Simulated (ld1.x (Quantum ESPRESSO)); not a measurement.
N: variants of one RRKJ potential

Base potential:

| Property | Result |
| --- | --- |
| Element | N (Z = 7) |
| Generator | ld1.x (Quantum ESPRESSO) 7.5 |
| Type | norm-conserving RRKJ (Kleinman–Bylander form) |
| Functional | LDA (PZ) |
| Relativity | scalar-relativistic |
| Frozen core | [He] |
| Valence charge | 5 |
| Reference configuration | 2s2 2p3 |
| Partial waves | 2p (bound): rc 1.15 bohr; 2s (bound): rc 0.80 bohr |
| Local potential | the s channel |
| Core correction | none |
| rho0 | 0.001 |

All-electron outer shells of the reference configuration (LDA (PZ), scalar-relativistic, ld1.x):

| shell | level (eV) | outermost node (bohr) | outermost maximum (bohr) |
| --- | --- | --- | --- |
| 1s | -381.53 | – | 0.15 |
| 2s | -18.42 | 0.32 | 1.02 |
| 2p | -7.24 | – | 0.97 |

Cutoffs, loose and tight: the cutoffs (Ry, on a coarse ladder) from which the occupation-weighted sum of valence levels, in a spherical-Bessel basis at the reference potential, stays within 10 and 1 mRy of its value at 400 Ry. They do not see the model core or the augmentation charge, which bear on the density cutoff. Test errors are all-electron minus pseudo excitation energies from the reference, over the configurations 2s2 2p2; 2s2 2p1; 2s2 2p0; 2s1 2p0; 2s1 2p3; 2s0 2p5; 2s2 2p2.5 (two spin-polarised tests are not counted in the largest error). A dash means not determined; rows that change the core or the reference have their own tests.

| change | outcome | cutoff, loose | cutoff, tight | bound ghosts | largest test error (meV) |
| --- | --- | --- | --- | --- | --- |
| base | generated | 80 Ry | 140 Ry | none | +830 |
| core correction a·sin(br)/r model core inside 0.32 bohr | generated | 80 Ry | 140 Ry | none | +373 |
| core correction a·sin(br)/r model core inside 0.38 bohr | generated | 80 Ry | 140 Ry | none | +376 |
| core correction a·sin(br)/r model core inside 0.48 bohr | generated | 80 Ry | 140 Ry | none | +400 |
| core correction a·sin(br)/r model core inside 0.54 bohr | generated | 80 Ry | 140 Ry | none | +441 |
| core correction a·sin(br)/r model core inside 0.64 bohr | generated | 80 Ry | 140 Ry | none | +544 |
| core correction a·sin(br)/r model core inside 0.80 bohr | generated | 80 Ry | 140 Ry | none | +719 |
| core correction a·sin(br)/r model core inside 0.88 bohr | generated | 80 Ry | 140 Ry | none | +771 |
| core correction a·sin(br)/r model core inside 0.96 bohr | generated | 80 Ry | 140 Ry | none | +799 |

Q: What comes out with this change to the base: core correction a·sin(br)/r model core inside 0.70 bohr?

A: outcome: generated; cutoff, loose: 80 Ry; cutoff, tight: 140 Ry; bound ghosts: none; largest test error (meV): +626.
